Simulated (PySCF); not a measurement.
The halides of beryllium, BeF₂ to BeI₂

Level: PBE in the def2-TZVP basis family, computed in PySCF with density fitting; scalar-relativistic core potentials for atoms from Rb on, none lighter, no spin–orbit coupling; open shells unrestricted.

Each entry is the lowest minimum that a search over a few typed start shapes (and spin states, where more than one is plausible) found, or that minimum re-optimised at the stated level; isomers with ligand–ligand bonds, or fragments after loss of a ligand pair, can lie lower.

```json
{"molecule": "BeF₂", "2S+1": "1", "point group": "D∞h", "mean bond to Be (Å)": "1.391", "polar-tensor charge of Be": "1.22", "gap (eV)": "8.25", "lowest ω (cm⁻¹)": "337", "atomisation (kJ/mol)": "1296"}
{"molecule": "BeBr₂", "2S+1": "1", "point group": "D∞h", "mean bond to Be (Å)": "1.961", "polar-tensor charge of Be": "0.88", "gap (eV)": "6.24", "lowest ω (cm⁻¹)": "211", "atomisation (kJ/mol)": "829"}
{"molecule": "BeI₂", "2S+1": "?", "point group": "?", "mean bond to Be (Å)": "?", "polar-tensor charge of Be": "?", "gap (eV)": "?", "lowest ω (cm⁻¹)": "?", "atomisation (kJ/mol)": "?"}
```

(1) Fill in the row of BeI₂.

## Answers

(1) 2S+1: 1; point group: D∞h; mean bond to Be (Å): 2.171; polar-tensor charge of Be: 0.78; gap (eV): 5.10; lowest ω (cm⁻¹): 164; atomisation (kJ/mol): 689.

The bond lengthens at every step; the largest change, 0.570 Å, falls between BeF₂ and BeBr₂ among the members listed.

Left out of the table are members whose search was unfinished or whose lowest solution was spin-contaminated, unstable, very soft or bonded differently.
